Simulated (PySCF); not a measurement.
## A small calculation by hand: chemical shift, span and skew from a shielding tensor

Si(F)2(OMe)(SH) (CH4F2OSSi), SMILES S[Si](F)(OC)F. Atoms are numbered in the order given.

```xyz
10

C     -2.0653     0.6838     1.0650
O     -1.2121     0.8974    -0.0521
Si     0.0783    -0.0434    -0.4487
F     -0.3720    -1.5148    -0.9624
F      0.7801     0.7153    -1.6931
S      1.4171    -0.3955     1.1689
H     -1.4899     0.4090     1.9768
H     -2.8018    -0.1222     0.8574
H     -2.6188     1.6229     1.2634
H      1.5544     0.9400     1.4085
```

The structure is a stationary point at PBE-D3(BJ)/def2-SVP. The structure was generated by enumeration, and PubChem lists no compound with its InChIKey, so it may never have been made. Other conformers were not sampled.

GIAO shieldings from PBE/pcSseg-1 (PySCF), non-relativistic, no solvent. The symmetric part of the tensor of C1 has the principal values 93.7, 97.1, 177.5 ppm. The same nucleus in TMS has σ = 182.0 ppm at this level (PySCF, at its B3LYP-D3(BJ)/def2-TZVP geometry).

Question: Work out the isotropic shielding, the ¹³C shift against TMS, the span and the skew.

Answer: 
σ(iso) = (σ11 + σ22 + σ33)/3 = 122.8 ppm. δ = σ(ref) − σ(iso) = 182.0 − (122.8) = 59.2 ppm.
Span Ω = σ33 − σ11 = 83.8 ppm. Skew κ = 3(σ(iso) − σ22)/Ω = 0.92. Tumbling in solution averages the tensor to δ; in a static solid the shielding alone would spread this spin-1/2 line over Ω.
